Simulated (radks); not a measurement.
Cs-, 56 electrons, occupied as [Xe] 6s2. All-electron calculation, scalar-relativistic Kohn-Sham, LDA (Slater exchange, Perdew-Wang correlation), spin-polarised, spherical densities, finite nucleus; Fermi nuclear charge, rms radius 4.8041 fm; Watson sphere of charge +1 and radius 5.17 bohr. Program: a radial shooting solver on a logarithmic mesh with Libxc functionals.

Radial electron density D(r) = 4 pi r^2 rho(r):

r (bohr),D(r) (e/bohr)
0.0009117,1.913
0.00107,2.521
0.001246,3.267
0.001462,4.277
0.001702,5.503
0.001997,7.141
0.002325,9.099
0.002728,11.67
0.003176,14.67
0.003727,18.51
0.004373,23.10
0.005091,28.20
0.005975,34.31
0.006956,40.69
0.008162,47.80
0.009502,54.57
0.01115,61.20
0.01298,66.45
0.01523,70.25
0.01788,71.80
0.02081,71.08
0.02442,68.47
0.02843,65.31
0.03337,62.98
0.03884,63.43
0.04558,67.88
0.05307,75.59
0.06227,85.08
0.07308,92.12
0.08508,93.13
0.09984,87.16
0.1162,77.51
0.1364,69.09
0.1588,67.62
0.1863,72.99
0.2169,78.76
0.2546,77.11
0.2987,64.10
0.3478,46.22
0.4081,31.50
0.4751,26.93
0.5575,29.35
0.6491,31.43
0.7617,28.38
0.8867,21.46
1.041,14.04
1.221,9.318
1.422,7.280
1.668,6.183
1.942,5.051
2.279,3.584
2.653,2.274
3.114,1.310
3.625,0.8284
4.254,0.6206
4.992,0.5223
5.811,0.4117
6.819,0.2646
7.939,0.1387
9.316,0.05362
10.85,0.01639
12.73,0.003398
14.82,0.0005452

D(r) has 4 maxima, at r = 0.0183, 0.0804, 0.229, 0.649 bohr, and minima at 0.0353, 0.151, 0.475 bohr, inside which lie 1.97, 11.16, 28.92 electrons.
